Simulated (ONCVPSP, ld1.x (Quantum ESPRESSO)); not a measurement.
Potentials for Ga compared

Generated with ld1.x 7.5 (TM, RRKJ, ultrasoft, PAW), atompaw 4.2 or ONCVPSP 4.0.1. The cutoff is in Ry: for ld1.x and atompaw files where the sum of valence levels is converged to 10 mRy in a Bessel basis, for ONCV files where the hardest occupied wave has 1 mHa per electron of residual kinetic energy. The error is the largest all-electron minus pseudo excitation energy over each file’s own four to seven test configurations (ionisations up to +4, promotions, holes and added fractions of an electron), all of which were solved. The labels leave out finer settings (local radius, basis sizes, second energies), which also bear on the numbers. Spin-polarised tests are not counted. The rows are a selection from randomly drawn settings: files with unsolved tests, undetermined cutoffs or missed reference levels are left out.

A true bound ghost makes a file unfit for plane-wave use even where its test errors are small: the radial tests pick states by their node count and pass the ghost by.

| potential | cutoff (Ry) | largest error (meV) | bound ghosts |
| --- | --- | --- | --- |
| ONCV, BLYP, scalar-relativistic, rc 2.05/1.80/1.70 (spd), local smoothed, core correction yes, reference 4s2 4p1, qcut 2.5/4.8/5.3, projectors 2/3/1 | 45 | -332 | p |
| TM semilocal, PBEsol, scalar-relativistic, rc 1.40/2.65 (sp), local p, core correction no, reference 4s1.75 4p1.25 | 35 | +7.7 | none |
| ONCV, PBE, fully relativistic, rc 1.90/0.95/0.85 (spd), local smoothed, core correction yes, reference 3p6 3d10 4s2 4p0.5, qcut 4.2/13.8/15.9, projectors 2/2/2 | 230 | -8.3 | s |
| ultrasoft, PBE, scalar-relativistic, rc 2.00/1.85/1.45 (spd), local smoothed, core correction no, reference 4s2 4p1 | 6 | +173 | d |

Q: Fill in the row for Ga: ultrasoft, PBE, scalar-relativistic, rc 1.85/2.35 (sp), local smoothed, core correction no, reference 4s1 4p0.

A: cutoff 8 Ry, largest error +331 meV, bound ghosts: none.

Q: Fill in the row for Ga: ONCV, PBE, scalar-relativistic, rc 0.85/1.10/1.05/1.20 (spdf), local smoothed, core correction yes, reference 3s2 3p6 3d10 4s1.5 4p1.5, qcut 13.5/14.5/15.2/10.8, projectors 2/2/2/2.

A: cutoff 184 Ry, largest error -95 meV, bound ghosts: none.

Q: Fill in the row for Ga: ultrasoft, LDA (PZ), scalar-relativistic, rc 1.85/2.65 (sp), local smoothed, core correction yes, reference 4s1 4p2.

A: cutoff 8 Ry, largest error -102 meV, bound ghosts: none.
